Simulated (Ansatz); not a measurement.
The cluster Li₈⁺, relaxed as a doublet with UKS PBE/def2-TZVP in Ansatz, starting from the GFN1-xTB geometry. Force threshold 0.02 eV/Å.

The structure comes from a short search, and lower isomers may exist.

Start:

```xyz
8

Li    0.042    0.710   -2.326
Li    0.889    0.354    0.083
Li   -1.697    0.226   -0.229
Li   -0.460   -1.477    1.443
Li   -0.300    2.578   -0.282
Li    2.115   -1.810    0.419
Li   -0.501    1.129    2.125
Li   -0.089   -1.710   -1.233
```

```tsv
step	energy (eV)	largest force component (eV/Å)	SCF passes
1	-1626.7998	0.758	20
2	-1627.3705	0.325	23
3	-1627.5257	0.098	23
4 (rejected)	-1627.5066	0.123	22
5	-1627.5413	0.016	24
6	-1627.5419	0.003	19
```

Force components are those of the run's own axes.

End:

Cartesian coordinates in Å:
```
Li 0.063 0.822 -2.713
Li 0.778 0.298 0.057
Li -1.876 0.331 -0.264
Li -0.502 -1.707 1.625
Li -0.284 2.925 -0.292
Li 2.452 -1.961 0.523
Li -0.531 1.276 2.456
Li -0.100 -1.984 -1.392
```

By distances, no bond broke or formed. The bond that changes most is Li1–Li8, from 2.66 to 3.11 Å (atoms count from 1).

The force fell under the threshold at step 5, but the optimiser went on. No frequencies were taken in this run, so the end may be a saddle point.

It took 7.5 s on 4 threads of Arm Neoverse V1 on a shared host.
